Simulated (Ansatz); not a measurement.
Reaction (homolysis of the B–S bond): `BS[SiH2]OC` → `[BH2]`• + `CO[SiH2][S]`•

Calculated with Ansatz (gas phase, PBE0-D4/def2-TZVP geometries, no zero-point term in ΔE). CBS: MP2 limit from def2 TZ/QZ plus the TZ coupled-cluster correction, frozen cores. This one scheme is used for every species. DFT in def2-TZVPP. Open shells (•) are unrestricted, without spin–orbit coupling. One conformer a species, not always the lowest.

What is ΔE at CCSD(T)/CBS? (Estimate.)

Computed: +480.7 kJ/mol.

What do these levels give: PBE-D4, r2SCANh-D4, CAM-B3LYP-D4, ωB97X-V, B2PLYP, PBE-QIDH, r2SCAN, r2SCANh, CAM-B3LYP, MP2/def2-SVP, CCSD/def2-TZVPP, HF/CBS(def2)? (Best estimate.)

The calculation gave: PBE-D4 480.2, r2SCANh-D4 460.9, CAM-B3LYP-D4 463.6, ωB97X-V 477.9, B2PLYP 463.4, PBE-QIDH 477.0, r2SCAN 460.5, r2SCANh 458.6, CAM-B3LYP 456.4, MP2/def2-SVP 476.0, CCSD/def2-TZVPP 455.0, HF/CBS(def2) 341.7 kJ/mol.

Largest T1 diagnostic among the species: 0.013.

The D4 term adds +12.6 kJ/mol with B3LYP and +6.9 kJ/mol with PBE0; it sums over pairs of atoms, weighted by their polarisabilities, and B3LYP, whose exchange is more repulsive, gets the larger term. Leaving LDA and LC-ωPBE aside and taking each functional with its dispersion term where it has one, the values, not all of them listed here, spread over 31.5 kJ/mol, from BHLYP-D4 to ωB97M-V. LDA lies +67.0 kJ/mol from PBE without D4, its usual overbinding.

B3LYP here is the variant with VWN-RPA as its local correlation; programs differ in this.
